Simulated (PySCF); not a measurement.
**Electronic absorption of C2H5NOSi**

Compound: C₂H₅NOSi.
InChI=1S/C2H5NOSi/c1-5(4)2-3/h4-5H,1H3/t5-/m0/s1

Level of theory: TDDFT PBE0/def2-SVPD, vertical, gas phase, core orbitals frozen in the response in PySCF. The structure is a single PBE0-D3(BJ)/def2-SVP conformer in the gas phase; no vibrational or solvent corrections. Torsions of this conformer, `[CH3:1][Si@H:2]([OH:3])[C:4]#[N:5]`: H–O3–Si2–C1 -178°.

```csv
state,E (eV),λ (nm),ν̃ (cm⁻¹),f,"main configurations (H = HOMO, L = LUMO)"
S1,6.81,182.1,54910,0.0026,"H→L (71%), H-3→L (10%)"
S2,7.20,172.1,58100,0.0022,"H-1→L (54%), H→L (16%), H-1→L+1 (8%)"
S3,7.32,169.4,59020,0.011,"H-2→L (41%), H→L+1 (27%), H-2→L+1 (14%)"
S4,7.41,167.4,59740,0.0017,"H-2→L+1 (38%), H-1→L (21%), H-1→L+1 (20%)"
S5,7.75,160.1,62470,0.0026,"H-3→L (68%), H-1→L+1 (9%)"
S6,7.82,158.6,63060,0.011,"H-1→L+1 (32%), H-2→L+1 (28%), H→L+1 (21%)"
S7,8.19,151.4,66050,0.113,"H-3→L+1 (42%), H→L+1 (32%), H-1→L+1 (10%)"
S8,8.33,148.8,67220,0.023,H-4→L (76%)
S9,8.61,144.0,69430,0.0016,H→L+2 (83%)
S10,8.79,141.0,70920,0.121,"H-4→L+1 (23%), H-1→L+2 (23%), H-1→L+1 (12%)"
```

Triplets (Tamm–Dancoff): T1 5.69 eV, H-2→L (36%), H→L+1 (13%), H-3→L+1 (12%); T2 6.18 eV, H→L (36%), H-2→L+1 (18%), H-3→L (15%); T3 6.23 eV, H→L+1 (24%), H-2→L (23%), H-3→L+1 (16%); T4 6.56 eV, H-1→L (40%), H-2→L (18%), H→L (12%).

The lowest singlet lies at 6.81 eV (182 nm, vacuum ultraviolet) and is very weak; its leading configuration is HOMO→LUMO (71%). The most intense listed level is S10 at 8.79 eV (141 nm, f = 0.121), 1.98 eV above S1. It is the last of those listed, so stronger ones may follow. Löwdin shares by element: HOMO oxygen 20%, silicon 19%, hydrogen 18% or more, nitrogen 15% (atoms not listed hold the other 29%); LUMO carbon 23% or more, silicon 22%, nitrogen 22%, oxygen 14% (atoms not listed hold the other 19%). Weighted by f, the mean energy of these states is 8.38 eV. Orbital energies (eV): HOMO-3 -10.25, HOMO-2 -9.92, HOMO-1 -9.75, HOMO -9.35, LUMO -0.83, LUMO+1 -0.37, LUMO+2 0.44. The listed states span 1.98 eV, and the widest gap between neighbours is 0.40 eV (S1 to S2). The vertical ionisation energy (ΔSCF) is 11.41 eV, 2.61 eV above S10. Only the lowest 10 singlets were computed, as vertical energies without vibronic structure.
